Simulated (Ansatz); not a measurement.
Computed with Ansatz on PBE0-D4/def2-TZVP structures; ΔE is electronic, products minus reactants. CBS: MP2 limit from def2 TZ/QZ plus the TZ coupled-cluster correction, frozen cores. DFT in def2-TZVPP. For Ge outer-core shells are correlated without core-valence functions, which leaves a few kJ/mol of doubt a bond. Scalar relativity is left out up to krypton. Each species was taken in one conformer, which may not be the lowest.

`N[SiH](N)[GeH3]` + `BN(C)C=C` → `C[SiH](N)N` + `B[N]([GeH3])C=C`  (redistribution)

```
          species  PBE-D4 energy (Eh)
`N[SiH](N)[GeH3]`         -2480.32943
       `BN(C)C=C`          -198.53941
     `C[SiH](N)N`          -441.72641
`B[N]([GeH3])C=C`         -2237.15694
```

(1) Work out ΔE.

Largest T1 diagnostic among the species: 0.013.

## Answers

(1) ΔE = (-441.72641) + (-2237.15694) − (-2480.32943) − (-198.53941) = -0.01451 Eh = -9.1 kcal/mol. CCSD(T)/CBS gives -13.9 kcal/mol.

From PBE to PBE0 (25 % exact exchange), in def2-TZVPP and without D4, ΔE moves by −1.3 kcal/mol.
